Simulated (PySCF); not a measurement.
Below is a simulated gas-phase Sc 2p photoelectron spectrum of `[F][Sc]([F])[F]`.

Every computed line was given a Gaussian of 1.0 eV full width at half maximum and an area set by the number of equivalent atoms (split 2:1 within a doublet); the highest printed point is 100. Level of theory: delta-SCF UKS SCAN, pcX-2 on the ionised atom (unc-x2c-TZVPall on a metal), pcseg-1 elsewhere, spin-free X2C (PySCF).

```tsv
binding energy (eV)	intensity
407.6	0
407.8	2
408.0	6
408.2	17
408.4	36
408.6	63
408.8	89
409.0	100
409.2	90
409.4	65
409.6	38
409.8	17
410.0	6
410.2	2
410.4	0
410.6	0
410.8	0
411.0	0
411.2	0
411.4	0
411.6	0
411.8	0
412.0	0
412.2	0
412.4	1
412.6	3
412.8	9
413.0	19
413.2	33
413.4	45
413.6	50
413.8	44
414.0	31
414.2	18
414.4	8
414.6	3
414.8	1
415.0	0
```

Problem. Count the maxima, the lines and the sites behind this envelope.

Solution. The curve has 2 maxima (at 409.0 and 413.6 eV). Under it lie 2 lines from 1 inequivalent scandium site, drawn as a 2p3/2, 2p1/2 pair.

Problem. Decompose the envelope and assign each component. Bonds: Sc1–F2, Sc1–F3, Sc1–F4.

Solution. 
```csv
position (eV),relative area,line,atoms,environment
409.01,0.67,Sc 2p3/2,Sc1,scandium bonded to 3 F
413.59,0.33,Sc 2p1/2,Sc1,scandium bonded to 3 F
```

Problem. What are the centre and the root-mean-square width of the whole band?

Solution. The area-weighted mean of the lines is 410.53 eV. Their own spread about it is 2.16 eV (rms) and each Gaussian has σ = 1.0/2.355 = 0.42 eV; the variances add, which gives 2.20 eV.

Shake-up satellites, vibrational structure and lifetime widths aren't simulated. The 2p values aren't plain energy differences: one relaxed spin-free 2p hole is combined with a matrix within the shell (ground-state 2p orbital-energy differences and spin–orbit coupling). 2p3/2, the mean of its two sublevels, lies a third of the splitting below the shell's mean and 2p1/2 two thirds above it; the statistical areas are 2:1. 2p1/2 minus 2p3/2 (ligand field included): Sc 4.58 eV. Satellites of the metal's 2p lines aren't described. Geometry: PBE0-D3(BJ)/def2-SVP; no solvent, vibrations or thermal averaging. Metal 2p energies of this one-determinant scheme are less reliable than its 1s energies.
